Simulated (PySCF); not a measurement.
Input of a run (PBE0-D3(BJ)/def2-SVP geometry optimisation, gas phase, def2 core potentials past Kr (PySCF 2.14.0)), started from GFN2-xTB:
```
{"job": {"xc": "PBE0", "basis": "def2-SVP", "d3": "d3bj", "grid": 1, "maxiter": 30, "shake": 0.03, "kind": "geom"}, "charge": 0, "multiplicity": 1}
In     0.356780    -0.153040    -0.914120
O      0.092330     0.038410     1.365400
H     -0.595470    -0.660030     1.509780
H     -0.258290     0.901000     1.457980
F      1.895880    -0.295330    -2.054050
F     -0.560660     1.712710    -0.800770
F     -0.838700    -1.645730    -0.632760
```

Output (energies in Eh, forces in Eh/bohr):
```
step   0  E = -565.50995167  max force = 0.052285
step   1  E = -565.51718410  max force = 0.020404
step   2  E = -565.51871611  max force = 0.006175
step   3  E = -565.51925951  max force = 0.004205
step   4  E = -565.51974663  max force = 0.003544
step   5  E = -565.51984219  max force = 0.001256
step   6  E = -565.51990021  max force = 0.000861
step   7  E = -565.51994380  max force = 0.001022
step   8  E = -565.51996813  max force = 0.000760
step   9  E = -565.51998330  max force = 0.000416
step  10  E = -565.51999699  max force = 0.000310
optimisation converged
```

Summarise the run.

The energy falls by 0.273 eV over 11 energy and gradient evaluations, the largest force component goes from 0.0523 to 3.1e-04 Eh/bohr, and the atoms move by 0.149 Å rms after alignment. The bond that changes most is In1–F6 (ends: indium bonded to 3 F and O; fluorine bonded to In), which shortens by 0.122 Å. Bonds longer at the end by more than 0.005 Å: 3 of 6; shorter: 3. Among the angles that change most is O2–In1–F5, from 133.3° to 116.7°. Among the dihedrals that turn most is F5–In1–O2–H4, from 113° to 125°. The energy never rose by more than 1e-6 Eh on the way. The first step brought 72 % of the lowering.

What are the final bond lengths?

In1–O2 2.277 Å, In1–F5 1.939 Å, In1–F6 1.960 Å, In1–F7 1.960 Å, O2–H3 0.971 Å, O2–H4 0.972 Å. Numbering counts from 1 in the input's order; the species is `[OH2]->[In]([F])([F])[F]` (In(H2O)F3).

The run used 92 basis functions and 76 SCF cycles in all.

PBE0-D3(BJ)/def2-SVP frequencies: not computed here.
